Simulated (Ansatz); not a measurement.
Ansatz (an electronic-structure program) input file for Cl3H2HfN, SMILES [NH2][Hf]([Cl])([Cl])[Cl], multiplicity 1, PBE-D3(BJ)/def2-SVP. 

Ansatz 0.2 input:
```yaml
crystal:
  periodic: [false, false, false]
  atoms:
    - {symbol: Hf, position_ang: [0.01535392, 0.06088311, -0.10721586]}
    - {symbol: Cl, position_ang: [-0.18886854, 1.44627115, 1.79782326]}
    - {symbol: Cl, position_ang: [1.96433675, -1.25395204, 0.06620665]}
    - {symbol: Cl, position_ang: [-1.98460329, -1.14094248, -0.44309552]}
    - {symbol: N, position_ang: [0.25657303, 1.22402285, -1.72298552]}
    - {symbol: H, position_ang: [1.14940723, 1.56811852, -2.07837282]}
    - {symbol: H, position_ang: [-0.49560418, 1.60673492, -2.29707088]}
basis:
  gaussian:
    orbitals: def2-SVP
hamiltonian:
  xc: pbe
  dispersion: d3bj
relax: {f_tol: 0.002, max_steps: 200}
```

Program output:

```
Functional definition: PBE
integrals: 0.06 GiB planned
1187 factors; their error is unknown
mean field: 0.31 GiB planned
mean field evaluation 1: about -40366.3626 eV, gradient 6.7e1 eV
mean field evaluation 2: about -40293.7793 eV, gradient 1.6e2 eV
mean field evaluation 4: about -40374.7731 eV, gradient 1.8e1 eV
mean field evaluation 8: about -40375.7047 eV, gradient 2.4e-1 eV
mean field evaluation 16: about -40375.6062 eV, gradient 1.1e-3 eV
mean field -40375.60615874 eV, -1483.7761587648 hartree, gradient 7.9e-5 eV, S^2 0.000000; 0 other end points of the search recorded, 0 dependent functions left out
the calculation of the forces begins
reference -40375.60623719 eV, -1483.7761616477 hartree; 36, 36 occupied and 74, 74 virtual orbitals, 1187 factors
relax step   1: F+E_penalty+E_count = -40375.80755799 eV  Δ(F+E_penalty+E_count) = +0.000e0 eV  max|allowed force component| = 2.582e-1 eV/Å  Δτ_max = 0.0000 Å  (27 SCF iters, accepted)
these checks for a lower state are left out or cut short: starts, cluster_reference, orbital_swaps, neighbouring_geometries, increment
integrals: 0.06 GiB planned
1187 factors; their error is unknown
mean field: 0.31 GiB planned
mean field -40375.60806153 eV, -1483.7762286911 hartree, gradient 1.2e-5 eV, S^2 0.000000; 0 other end points of the search recorded, 0 dependent functions left out
the calculation of the forces begins
reference -40375.60813991 eV, -1483.7762315716 hartree; 36, 36 occupied and 74, 74 virtual orbitals, 1187 factors
relax step   2: F+E_penalty+E_count = -40375.80971947 eV  Δ(F+E_penalty+E_count) = -2.161e-3 eV  max|allowed force component| = 7.421e-2 eV/Å  Δτ_max = 0.0116 Å  (31 SCF iters, accepted)
these checks for a lower state are left out or cut short: starts, cluster_reference, orbital_swaps, neighbouring_geometries, increment
integrals: 0.06 GiB planned
1187 factors; their error is unknown
mean field: 0.31 GiB planned
mean field evaluation 32: about -40375.6083 eV, gradient 1.3e-5 eV
mean field -40375.60833897 eV, -1483.7762388870 hartree, gradient 1.3e-5 eV, S^2 0.000000; 0 other end points of the search recorded, 0 dependent functions left out
the calculation of the forces begins
reference -40375.60841736 eV, -1483.7762417676 hartree; 36, 36 occupied and 74, 74 virtual orbitals, 1187 factors
relax step   3: F+E_penalty+E_count = -40375.80987945 eV  Δ(F+E_penalty+E_count) = -1.600e-4 eV  max|allowed force component| = 1.041e-2 eV/Å  Δτ_max = 0.0023 Å  (31 SCF iters, accepted)
these checks for a lower state are left out or cut short: starts, cluster_reference, orbital_swaps, neighbouring_geometries, increment
integrals: 0.06 GiB planned
1187 factors; their error is unknown
mean field: 0.31 GiB planned
mean field -40375.60834786 eV, -1483.7762392136 hartree, gradient 1.3e-5 eV, S^2 0.000000; 0 other end points of the search recorded, 0 dependent functions left out
the calculation of the forces begins
reference -40375.60842624 eV, -1483.7762420939 hartree; 36, 36 occupied and 74, 74 virtual orbitals, 1187 factors
relax step   4: F+E_penalty+E_count = -40375.80988472 eV  Δ(F+E_penalty+E_count) = -5.277e-6 eV  max|allowed force component| = 3.891e-3 eV/Å  Δτ_max = 0.0014 Å  (32 SCF iters, accepted)
these checks for a lower state are left out or cut short: starts, cluster_reference, orbital_swaps, neighbouring_geometries, increment
integrals: 0.06 GiB planned
1187 factors; their error is unknown
mean field: 0.31 GiB planned
mean field -40375.60834674 eV, -1483.7762391724 hartree, gradient 1.3e-5 eV, S^2 0.000000; 0 other end points of the search recorded, 0 dependent functions left out
the calculation of the forces begins
reference -40375.60842512 eV, -1483.7762420528 hartree; 36, 36 occupied and 74, 74 virtual orbitals, 1187 factors
relax step   5: F+E_penalty+E_count = -40375.80988588 eV  Δ(F+E_penalty+E_count) = -1.157e-6 eV  max|allowed force component| = 1.192e-3 eV/Å  Δτ_max = 0.0007 Å  (32 SCF iters, accepted)
integrals: 0.06 GiB planned
1187 factors; their error is unknown
mean field: 0.31 GiB planned
mean field evaluation 64: about -40375.6082 eV, gradient 3.3e-1 eV
mean field -40375.60834674 eV, -1483.7762391724 hartree, gradient 1.3e-5 eV, S^2 0.000000; 1 other end points of the search recorded, 0 dependent functions left out
the calculation of the forces begins
reference -40375.60842512 eV, -1483.7762420528 hartree; 36, 36 occupied and 74, 74 virtual orbitals, 1187 factors
Total energy: -40375.80996426 eV, -1483.7836484796 hartree
Atom 0 at     0.015021     0.052629    -0.106055 Å, force     0.000228     0.001064    -0.001172 eV/Å
Atom 1 at    -0.187773     1.450743     1.786656 Å, force     0.000005    -0.000025    -0.000356 eV/Å
Atom 2 at     1.967398    -1.253728     0.066511 Å, force    -0.000040    -0.000002    -0.000084 eV/Å
Atom 3 at    -1.987363    -1.140761    -0.443705 Å, force     0.000055    -0.000001    -0.000053 eV/Å
Atom 4 at     0.256289     1.219716    -1.720123 Å, force    -0.000048    -0.000645     0.001192 eV/Å
Atom 5 at     1.154296     1.571109    -2.074842 Å, force    -0.000086    -0.000254     0.000255 eV/Å
Atom 6 at    -0.501272     1.611428    -2.293153 Å, force    -0.000114    -0.000137     0.000219 eV/Å
Dipole moment:     0.073460     0.306237    -0.508407 e Å
```

Self-consistency was reached.

Cost: roughly 40 core-seconds.
